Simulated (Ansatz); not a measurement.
Ansatz (an electronic-structure program) input (PBE0/def2-TZVPD):

Ansatz 0.2 input:
```yaml
crystal:
  periodic: [false, false, false]
  atoms:
    - {symbol: Ga, position_ang: [-0.00000000, -0.00000000, -0.40082716]}
    - {symbol: F, position_ang: [0.00000000, 0.00000000, 1.38062690]}
basis:
  gaussian:
    orbitals: def2-TZVPD
hamiltonian:
  xc: {name: PBE0}
magnetization: {spin_polarized: true, initial_magnetization: 2}
output: {forces: true}
```

Output:

```
Functional definition: PBE0
integrals: 0.02 GiB planned
621 factors; their error is unknown
mean field: 0.35 GiB planned
mean field evaluation 1: about -55081.4476 eV, gradient 2.9e1 eV
mean field evaluation 2: about -55064.6552 eV, gradient 7.7e1 eV
mean field evaluation 4: about -55084.0127 eV, gradient 3.7e0 eV
mean field evaluation 8: about -55084.2143 eV, gradient 9.5e-2 eV
mean field -55084.21433986 eV, -2024.3075395685 hartree, gradient 7.9e-5 eV, S^2 2.002747; 0 other end points of the search recorded, 0 dependent functions left out
the calculation of the forces begins
reference -55084.21436835 eV, -2024.3075406152 hartree; 21, 19 occupied and 73, 75 virtual orbitals, 621 factors
Total energy: -55084.21436835 eV, -2024.3075406152 hartree
Atom 0 at    -0.000000    -0.000000    -0.400827 Å, force    -0.000000     0.000000     0.379498 eV/Å
Atom 1 at     0.000000     0.000000     1.380627 Å, force     0.000000    -0.000000    -0.379498 eV/Å
Dipole moment:    -0.000000     0.000000    -0.460391 e Å
```

This is an excited triplet: at this geometry the singlet lies 3.72 eV lower at CCSD(T)/CBS(aug-cc-pVTZ,aug-cc-pVQZ).
